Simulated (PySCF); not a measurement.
Se(F)(GeH3), H₃FGeSe, SMILES F[Se][GeH3], singlet (PBE0/def2-SVP optimised geometry):

```
6

Se    -1.376    -0.145     0.000
F     -1.493     1.635     0.000
Ge     0.986    -0.145     0.000
H      1.493     0.564     1.264
H      1.365    -1.635    -0.002
H      1.491     0.563    -1.265
```

Calculation: PBE0/def2-TZVP run with PySCF.

**Question.** What are the frontier orbital energies and the dipole moment?

**Answer.** HOMO-2 -10.29 eV, HOMO-1 -8.78 eV, HOMO -6.98 eV, LUMO -2.18 eV, LUMO+1 -0.42 eV; dipole moment 2.30 D.

On the same geometry PySCF with PBE/def2-TZVP gives HOMO-2 -8.89 eV, HOMO-1 -7.50 eV, HOMO -5.71 eV, LUMO -3.18 eV, LUMO+1 -1.27 eV; dipole moment 2.10 D.

Meta-Löwdin charges at PBE0/def2-TZVP: Se1 0.29, F2 -0.46, Ge3 0.29, H4 -0.04, H5 -0.04, H6 -0.04.
